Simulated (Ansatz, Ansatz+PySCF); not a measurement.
```xyz
4

O     0.0000    0.0000   -0.5941
O     0.0000    0.0000    0.5941
O    10.0000    0.0000   -0.5941
O    10.0000    0.0000    0.5941
```

Basis set: cc-pVDZ (spherical functions). Correlated methods keep 4 orbitals frozen. Correlation on ROHF uses semicanonical orbitals with singles. Charge 0, multiplicity 5.

Computed with Ansatz (development build ahead of 0.2.0); each method stands on the lowest determinant of its kind that the runs found. Restricted functionals stand beside restricted open-shell atoms, which can lie above the unrestricted atoms usual in DFT and then raise those values.

The atomization energy at this shape (free ground-state atoms in the same class of orbitals less the molecule, no zero-point energy) of quintet O₄ in separate pieces:

```tsv
method	atomization energy
ωB97X (unrestricted)	248.48 kcal/mol
ωB97X (restricted open-shell)	249.76 kcal/mol
r²SCAN (unrestricted)	256.84 kcal/mol
PBE (unrestricted)	287.42 kcal/mol
PBE (restricted open-shell)	289.40 kcal/mol
PBE0 (unrestricted)	245.76 kcal/mol
UHF-CCSD(T)	206.84 kcal/mol
ROHF-MP2	246.36 kcal/mol
UHF-MP2	229.08 kcal/mol
UHF	58.01 kcal/mol
ROHF	45.46 kcal/mol
UHF-CCSD	197.15 kcal/mol
ROHF-CCSD	195.94 kcal/mol
```

Q: What does r²SCAN (restricted open-shell) give?

A: 259.14 kcal/mol. Caution for ROHF-MP2: MP2 forces lie far from those of the mean fields. Caution for ROHF-MP2, ROHF, ROHF-CCSD: an unrestricted determinant lies well below. Caution for ROHF-CCSD: another reference gives a lower total.
